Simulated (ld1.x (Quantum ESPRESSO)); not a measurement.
# Ga: one change to a TM potential, before and after

gallium (Ga), norm-conserving Troullier–Martins (Kleinman–Bylander form), made with ld1.x (Quantum ESPRESSO) 7.5 (PBE, scalar-relativistic). Core [Ar], reference 3d10 4s2 4p1. Waves: 4s (bound): rc 1.60 bohr; 4p (bound): rc 2.25 bohr; 3d (bound): rc 1.40 bohr. Local part: the d channel. Core correction: none.

Change: wave 4s (bound): rc 1.60 bohr becomes 4s (bound): rc 1.44 bohr.

Cutoffs: the cutoffs (Ry, on a coarse ladder) from which the occupation-weighted sum of valence levels, in a spherical-Bessel basis at the reference potential, stays within 10 and 1 mRy of its value at 400 Ry; they do not see the model core or the augmentation charge, which bear on the density cutoff. Errors are all-electron minus pseudo energies relative to the spin-unpolarised reference configuration.

Q: How do hardness, ghosts and transferability respond?

A: The potential gets neither clearly harder nor softer (160 Ry and 260 Ry → 160 Ry and 260 Ry); both files keep a bound ghost (p, s); of the 6 tests that both files solve, the error grows in 2 and shrinks in 0 by more than 15 % and 0.3 meV (median size 5.2 → 6.3 meV).

```csv
quantity,base,changed
"cutoff, loose",160 Ry,160 Ry
"cutoff, tight",260 Ry,260 Ry
loose cutoff by channel (10 mRy a level),"s 18 Ry, p 6 Ry, d 140 Ry","s 30 Ry, p 6 Ry, d 140 Ry"
bound ghosts,"s, p","s, p"
"tests counted (converged, no solver errors)",6 of 7,6 of 7
"error for 3d10 4s2 4p0, meV [ΔE 5.69 eV]",+0.1,-0.1
"error for 3d10 4s1 4p0, meV [ΔE 26.82 eV]",+17,+19
"error for 3d10 4s0 4p0, meV [ΔE 58.09 eV]",+103,+111
"error for 3d10 4s1 4p2, meV [ΔE 6.54 eV]",+1.8,+2.3
"error for 3d10 4s2 4p1.3, meV [ΔE -0.53 eV]",+0.1,+0.1
"error for 3d10 4s0 4p3, meV [ΔE 13.37 eV]",+8.6,+10
s: phases at 2.45 bohr within 0.05 rad from the reference energy up to (Ry; the scan ends near 5),2.6,2.6
p: phases at 2.45 bohr within 0.05 rad from the reference energy up to (Ry; the scan ends near 5),4.4,4.4
d: phases at 2.45 bohr within 0.05 rad from the reference energy up to (Ry; the scan ends near 5),0.7,0.7
```

Base: Tests not counted: 3d9 4s2 4p2 (solver errors, printed error -14.9 eV). Changed file: Tests not counted: 3d9 4s2 4p2 (solver errors, printed error -14.8 eV). A true bound ghost makes a file unfit for plane-wave use even where its test errors are small: the radial tests pick states by their node count and pass the ghost by. Where a test does run into it, the solver fails or the error is huge.
